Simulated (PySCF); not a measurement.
PySCF input file for C₂H₆IIn, SMILES [CH3][In]([CH3])[I], TDA-PBE/def2-SVPD. Geometry optimised at PBE-D3(BJ)/def2-SVP. The structure was generated by enumeration; whether it is a known compound was not checked. The def2 effective core potentials stand for the cores of I, In; spin–orbit coupling is left out.

```python
import numpy as np
from pyscf import gto, scf, dft, tdscf

mol = gto.M(
    atom='''
    In   -0.98653081    0.16951823    0.42609636
    I     1.50359676   -0.25787263   -0.64887941
    C    -1.32142852   -1.07699056    2.17242663
    H    -1.33565785   -2.13520714    1.84622464
    H    -2.27596533   -0.82529569    2.67177297
    H    -0.47563980   -0.93467561    2.87200809
    C    -2.09132813    1.66107211   -0.70097245
    H    -3.11704186    1.78846346   -0.30663960
    H    -2.12784378    1.34254481   -1.76048937
    H    -1.54192999    2.62053721   -0.63971424
    ''',
    basis='def2-SVPD',
    ecp={'I': 'def2-svp', 'In': 'def2-svp'},
    charge=0,
    spin=0,
    max_memory=1600,
    verbose=4,
)
mf = dft.RKS(mol, xc='pbe').density_fit(auxbasis='def2-universal-jkfit')
mf.grids.level = 3
mf.conv_tol = 1e-9
mf.max_cycle = 100
mf.kernel()
mf.grids = dft.Grids(mol).set(level=1).build(with_non0tab=True)  # coarser grid for the response kernel
td = tdscf.TDA(mf)
td.singlet = True
td.nstates = 10
td.conv_tol = 1e-4
td.positive_eig_threshold = 1e-6
td.kernel(x0=td.get_init_guess(mf, 15))
td.analyze()
tt = tdscf.TDA(mf)
tt.singlet = False
tt.nstates = 4
tt.conv_tol = 1e-4
tt.positive_eig_threshold = 1e-6
tt.kernel(x0=tt.get_init_guess(mf, 9))
tt.analyze(verbose=3)
```

Output:

```
PySCF version 2.14.0

[INPUT] verbose = 4
[INPUT] num. atoms = 10
[INPUT] num. electrons = 64
[INPUT] charge = 0
[INPUT] spin (= nelec alpha-beta = 2S) = 0
[INPUT] symmetry False subgroup None
[INPUT] Mole.unit = angstrom
[INPUT] Symbol           X                Y                Z      unit          X                Y                Z       unit  Magmom
[INPUT]  1 In    -0.986530810000   0.169518230000   0.426096360000 AA   -1.864273044345   0.320343027821   0.805205423074 Bohr   0.0
[INPUT]  2 I      1.503596760000  -0.257872630000  -0.648879410000 AA    2.841386078183  -0.487308645721  -1.226204372769 Bohr   0.0
[INPUT]  3 C     -1.321428520000  -1.076990560000   2.172426630000 AA   -2.497137995989  -2.035217197142   4.105291356412 Bohr   0.0
[INPUT]  4 H     -1.335657850000  -2.135207140000   1.846224640000 AA   -2.524027532625  -4.034956713816   3.488858934024 Bohr   0.0
[INPUT]  5 H     -2.275965330000  -0.825295690000   2.671772970000 AA   -4.300951142705  -1.559582825884   5.048919180316 Bohr   0.0
[INPUT]  6 H     -0.475639800000  -0.934675610000   2.872008090000 AA   -0.898828955943  -1.766280918211   5.427308717635 Bohr   0.0
[INPUT]  7 C     -2.091328130000   1.661072110000  -0.700972450000 AA   -3.952037402299   3.138971361053  -1.324645951365 Bohr   0.0
[INPUT]  8 H     -3.117041860000   1.788463460000  -0.306639600000 AA   -5.890355434205   3.379706123192  -0.579464862946 Bohr   0.0
[INPUT]  9 H     -2.127843780000   1.342544810000  -1.760489370000 AA   -4.021041980059   2.537042000856  -3.326842754508 Bohr   0.0
[INPUT] 10 H     -1.541929990000   2.620537210000  -0.639714240000 AA   -2.913825384353   4.952097626132  -1.208884711584 Bohr   0.0

nuclear repulsion = 272.673470488094
number of shells = 65
number of NR pGTOs = 257
number of NR cGTOs = 155
basis = def2-SVPD
ecp = {'I': 'def2-svp', 'In': 'def2-svp'}


******** <class 'pyscf.df.df_jk.DFRKS'> ********
method = DFRKS
initial guess = minao
damping factor = 0
level_shift factor = 0
DIIS = <class 'pyscf.scf.diis.CDIIS'>
diis_start_cycle = 1
diis_space = 8
diis_damp = 0
SCF conv_tol = 1e-09
SCF conv_tol_grad = None
SCF max_cycles = 100
direct_scf = False
XC library pyscf.dft.libxc version 7.1.2
    S. Lehtola, C. Steigemann, M. J. T. Oliveira, and M. A. L. Marques,  SoftwareX 7, 1–5 (2018)
XC functionals = pbe
    J. P. Perdew, K. Burke, and M. Ernzerhof,  Phys. Rev. Lett. 77, 3865 (1996)
    J. P. Perdew, K. Burke, and M. Ernzerhof,  Phys. Rev. Lett. 78, 1396 (1997)
    J. P. Perdew, K. Burke, and M. Ernzerhof,  Phys. Rev. Lett. 77, 3865 (1996)
    J. P. Perdew, K. Burke, and M. Ernzerhof,  Phys. Rev. Lett. 78, 1396 (1997)
radial grids:
    Treutler-Ahlrichs [JCP 102, 346 (1995); DOI:10.1063/1.469408] (M4) radial grids

becke partition: Becke, JCP 88, 2547 (1988); DOI:10.1063/1.454033
pruning grids: <function nwchem_prune>
grids dens level: 3
symmetrized grids: False
atomic radii adjust function: <function treutler_atomic_radii_adjust>
small_rho_cutoff = 0
Set gradient conv threshold to 3.16228e-05
Initial guess from minao.
tot grids = 130920
init E= -514.45153820499
  HOMO = -0.924830618778772  LUMO = -0.911346137058857  gap/eV = 0.36693
cycle= 1 E= -562.015347782172  delta_E= -47.6  |g|= 4.66  |ddm|= 18.5
  HOMO = -0.0413634906330884  LUMO = -0.0219306289479176  gap/eV = 0.52880
cycle= 2 E= -497.98711721886  delta_E=   64  |g|= 9.32  |ddm|= 40.3
  HOMO = -0.324172545745993  LUMO = -0.313675113274492  gap/eV = 0.28565
cycle= 3 E= -563.556191055447  delta_E= -65.6  |g|= 3.33  |ddm|= 39.8
  HOMO = -0.36335467839155  LUMO = -0.167344786323911  gap/eV = 5.33370
cycle= 4 E= -567.202509531229  delta_E= -3.65  |g|= 1.06  |ddm|= 9.77
  HOMO = -0.168408402744438  LUMO = -0.0729051699145113  gap/eV = 2.59878
cycle= 5 E= -567.264656074679  delta_E= -0.0621  |g|= 0.912  |ddm|= 2.86
  HOMO = -0.215301337630878  LUMO = -0.0931761201277226  gap/eV = 3.32320
cycle= 6 E= -567.510930732233  delta_E= -0.246  |g|= 0.162  |ddm|=  1.3
  HOMO = -0.220814050257367  LUMO = -0.0772172468440715  gap/eV = 3.90747
cycle= 7 E= -567.516599011775  delta_E= -0.00567  |g|= 0.0843  |ddm|= 0.367
  HOMO = -0.213346567097215  LUMO = -0.0803305488411343  gap/eV = 3.61955
cycle= 8 E= -567.519243385696  delta_E= -0.00264  |g|= 0.0324  |ddm|= 0.171
  HOMO = -0.21347957587075  LUMO = -0.0797995261906888  gap/eV = 3.63762
cycle= 9 E= -567.519542591805  delta_E= -0.000299  |g|= 0.0134  |ddm|= 0.0514
  HOMO = -0.214122101354965  LUMO = -0.0794279027957749  gap/eV = 3.66522
cycle= 10 E= -567.51960330624  delta_E= -6.07e-05  |g|= 0.00318  |ddm|= 0.0217
  HOMO = -0.214068257393516  LUMO = -0.0794180849509445  gap/eV = 3.66402
cycle= 11 E= -567.519606249743  delta_E= -2.94e-06  |g|= 0.000318  |ddm|= 0.00466
  HOMO = -0.214089087625345  LUMO = -0.0794301537829316  gap/eV = 3.66426
cycle= 12 E= -567.519606280788  delta_E= -3.1e-08  |g|= 9.03e-05  |ddm|= 0.000775
  HOMO = -0.214089463679249  LUMO = -0.0794296427018448  gap/eV = 3.66428
cycle= 13 E= -567.519606283726  delta_E= -2.94e-09  |g|= 1.47e-05  |ddm|= 0.000186
  HOMO = -0.214086451781462  LUMO = -0.0794289907837538  gap/eV = 3.66422
cycle= 14 E= -567.519606283784  delta_E= -5.79e-11  |g|= 6.13e-06  |ddm|= 3.47e-05
  HOMO = -0.214088220873046  LUMO = -0.0794295957678965  gap/eV = 3.66425
Extra cycle  E= -567.519606283773  delta_E= 1.11e-11  |g|= 8.88e-06  |ddm|= 2.68e-05
converged SCF energy = -567.519606283773
tot grids = 41304
Overwritten attributes  positive_eig_threshold  of <class 'pyscf.tdscf.rks.TDA'>


******** <class 'pyscf.tdscf.rks.TDA'> for <class 'pyscf.df.df_jk.DFRKS'> ********
nstates = 10 singlet
deg_eia_thresh = 1.000e-03
wfnsym = None
conv_tol = 0.0001
eigh lindep = 1e-12
eigh level_shift = 0
eigh max_cycle = 100


Excitation energies (eV)
[3.69629227 4.23848346 4.24995397 4.43147959 4.73271959 4.91400525
 5.34555268 5.58277758 5.61745033 5.89814186]

** Singlet excitation energies and oscillator strengths **
Excited State   1:      3.69629 eV    335.43 nm  f=0.0000
      32 -> 33        0.70694
Excited State   2:      4.23848 eV    292.52 nm  f=0.0418
      29 -> 34       -0.13229
      32 -> 34       -0.69083
Excited State   3:      4.24995 eV    291.73 nm  f=0.0314
      30 -> 34        0.16841
      31 -> 33        0.67772
Excited State   4:      4.43148 eV    279.78 nm  f=0.0224
      31 -> 34        0.70479
Excited State   5:      4.73272 eV    261.97 nm  f=0.0003
      30 -> 33        0.70544
Excited State   6:      4.91401 eV    252.31 nm  f=0.0000
      29 -> 33       -0.70584
Excited State   7:      5.34555 eV    231.94 nm  f=0.0010
      32 -> 35       -0.70351
Excited State   8:      5.58278 eV    222.08 nm  f=0.1851
      30 -> 34       -0.59943
      30 -> 35       -0.28255
      31 -> 33        0.10194
      32 -> 37        0.18759
Excited State   9:      5.61745 eV    220.71 nm  f=0.0002
      31 -> 35       -0.70446
Excited State  10:      5.89814 eV    210.21 nm  f=0.2584
      29 -> 34        0.56252
      29 -> 36        0.17467
      32 -> 36       -0.35046

** Transition electric dipole moments (AU) **
state          X           Y           Z        Dip. S.      Osc.
  1         0.0015     -0.0008      0.0003      0.0000      0.0000
  2        -0.1220      0.4293     -0.4506      0.4022      0.0418
  3        -0.4960      0.0881      0.2194      0.3020      0.0314
  4         0.1741      0.3274      0.2618      0.2060      0.0224
  5         0.0231      0.0380      0.0301      0.0029      0.0003
  6        -0.0002     -0.0018      0.0023      0.0000      0.0000
  7        -0.0173      0.0575     -0.0628      0.0075      0.0010
  8        -1.0556      0.1805      0.4546      1.3535      0.1851
  9         0.0050     -0.0239     -0.0253      0.0012      0.0002
 10        -0.2525      0.9089     -0.9480      1.7884      0.2584

WARN: ECP detected. Skipping calculation of transition velocity and magnetic dipole moments, which have not yet been implemented.



******** <class 'pyscf.tdscf.rks.TDA'> for <class 'pyscf.df.df_jk.DFRKS'> ********
nstates = 4 triplet
deg_eia_thresh = 1.000e-03
wfnsym = None
conv_tol = 0.0001
eigh lindep = 1e-12
eigh level_shift = 0
eigh max_cycle = 100


Excitation energies (eV)
[3.61740405 3.77576813 3.91347481 4.20313614]

** Triplet excitation energies and oscillator strengths **
Excited State   1:      3.61740 eV    342.74 nm  f=0.0000
Excited State   2:      3.77577 eV    328.37 nm  f=0.0000
Excited State   3:      3.91347 eV    316.81 nm  f=0.0000
Excited State   4:      4.20314 eV    294.98 nm  f=0.0000
```

The run converged.

Cost: around 60 core-seconds (rough).
